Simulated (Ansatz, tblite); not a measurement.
Removing and adding an electron: Sn27BH40. The state is a doublet with charge 0. Geometry: PBE-D4/def2-SVP. Ansatz, gas phase; energy differences of separate SCF runs; the oxidised species was run as a singlet alone; the reduced species was run as a singlet alone.

Cartesian coordinates in Å:
```
Sn -2.183 -7.401 -0.294
Sn -2.452 -5.592 -4.593
Sn 0.693 -4.247 -1.662
Sn -0.405 -2.450 1.364
Sn -0.806 -1.055 -2.452
Sn -3.105 -2.978 -0.997
Sn 2.637 0.512 0.053
Sn 1.514 3.083 3.569
Sn 1.204 4.774 -0.757
Sn -1.885 1.738 0.856
Sn 4.584 6.105 2.037
Sn 0.201 7.406 2.850
Sn 0.526 -6.653 -0.187
Sn 2.290 -1.690 1.764
Sn 4.228 3.827 3.656
Sn 0.272 -4.898 -4.376
Sn 1.903 -0.148 -2.580
Sn 3.922 5.502 -0.634
Sn -2.937 -7.856 -2.976
Sn -3.724 -5.240 0.640
Sn -4.081 -3.517 -3.596
B -0.799 -2.743 -0.850
Sn -2.079 -0.508 2.545
Sn -2.480 1.141 -1.832
Sn 0.834 2.517 0.890
Sn -0.177 5.140 4.482
Sn -0.489 6.818 0.183
Sn 2.910 8.177 2.958
H -2.540 -8.789 0.696
H -2.903 -6.001 -6.226
H 2.315 -3.632 -1.461
H -0.630 -3.970 2.193
H -1.219 -1.738 -4.007
H -3.886 -1.575 -0.307
H 4.251 1.168 0.050
H 1.257 1.633 4.503
H 0.774 4.329 -2.388
H -2.781 3.120 1.431
H 6.243 6.634 2.121
H -0.786 8.720 3.432
H 1.496 -7.904 -0.905
H 1.053 -6.461 1.456
H 3.403 -2.977 1.418
H 2.576 -1.168 3.397
H 5.202 2.515 3.064
H 4.743 4.160 5.283
H 1.244 -6.256 -4.859
H 0.654 -3.589 -5.450
H 2.864 -1.362 -3.366
H 1.871 1.255 -3.613
H 4.891 4.180 -1.211
H 4.253 6.869 -1.655
H -2.044 -9.225 -3.568
H -4.622 -8.282 -3.021
H -5.433 -5.497 0.427
H -3.459 -4.819 2.303
H -5.724 -4.076 -3.469
H -4.092 -2.115 -4.618
H -3.723 -1.046 2.712
H -1.520 -0.054 4.127
H -4.157 0.820 -2.139
H -2.018 2.494 -2.825
H -1.828 4.607 4.396
H 0.152 5.543 6.141
H -2.139 6.283 0.091
H -0.353 8.248 -0.797
H 3.336 8.594 4.591
H 3.158 9.600 1.992
```

In the def2 sets Sn takes a core potential; there is no spin–orbit coupling. The xTB rows come from tblite. Single mean-field runs in def2-SVP are fitted with def2-universal-jkfit.

| level | −HOMO (eV) | vertical IE (eV) | −LUMO (eV) | vertical EA (eV) | HOMO–LUMO gap (eV) | IE − EA (eV) |
| --- | --- | --- | --- | --- | --- | --- |
| GFN1-xTB | – | 11.28 | – | 8.84 | – | 2.44 |
| GFN2-xTB | – | 11.70 | – | 9.49 | – | 2.22 |
| PBE-D4/def2-SVP | 5.46 | 6.78 | 5.06 | 3.79 | 0.40 | 2.98 |

(1) Estimate the rows for B97M-V/def2-SVP, PBE0-D4/def2-SVP.

## Answers

(1) 
```csv
level,−HOMO (eV),vertical IE (eV),−LUMO (eV),vertical EA (eV),HOMO–LUMO gap (eV),IE − EA (eV)
B97M-V/def2-SVP,5.76,7.01,5.17,3.89,0.59,3.12
PBE0-D4/def2-SVP,6.35,7.18,4.63,3.94,1.72,3.24
```

   HOMO and LUMO are the levels of the spin that leaves or enters (xTB has no such levels and no spin-polarisation term). Other spin states of the ions may lie lower, which would lower the ionisation energy or raise the affinity. Raw xTB energy differences between charge states are shifted by several eV; the methods need an empirical correction for them. Sets without diffuse functions give affinities that are too small.
